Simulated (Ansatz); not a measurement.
**Redistribution: C2H7BrSi + SiH(CH3)2(SiH3) → C2H10Si2 + SiH(CH3)2Br**

Gas-phase species: C2H7BrSi `CC[SiH2]Br`, singlet; SiH(CH3)2(SiH3), singlet; C2H10Si2 `CC[SiH2][SiH3]`, singlet; SiH(CH3)2Br, singlet. The partners trade Br for SiH3; both sit on Si, so the bond types are kept.

Shapes, held fixed at every level: PBE0-D4/def2-TZVP. Flexible molecules stand in one conformer, not always the lowest. Programs: Ansatz 0.2.0. The zero-point and thermal change to 298 K, harmonic and unscaled (PBE0-D4/def2-TZVP), is -0.4 kJ/mol.

```
              level                    kind  ΔH(298 K) (kJ/mol)  less CCSD(T)/def2-TZVPP
      HF/def2-TZVPP            Hartree–Fock                -9.0                     +1.5
B3LYP-D4/def2-TZVPP           global hybrid               -10.7                     -0.2
BHLYP-D4/def2-TZVPP           global hybrid               -11.0                     -0.5
 PBE0-D4/def2-TZVPP           global hybrid               -10.8                     -0.3
 wB97M-V/def2-TZVPP  range-separated hybrid               -11.1                     -0.6
  B2PLYP/def2-TZVPP           double hybrid                -9.6                     +0.9
    CCSD/def2-TZVPP   coupled cluster or CI               -10.3                     +0.2
 CCSD(T)/def2-TZVPP   coupled cluster or CI               -10.5                      0.0
```

The highest level, CCSD(T)/def2-TZVPP, gives ΔH(298 K) = -10.5 kJ/mol; the levels span -11.1 to -9.0. The column of differences is taken from that level and isn't an error. No measured value is set beside it here. Relativity is left out for Br. Outer-core shells of Br are correlated, in sets that cover them unevenly.
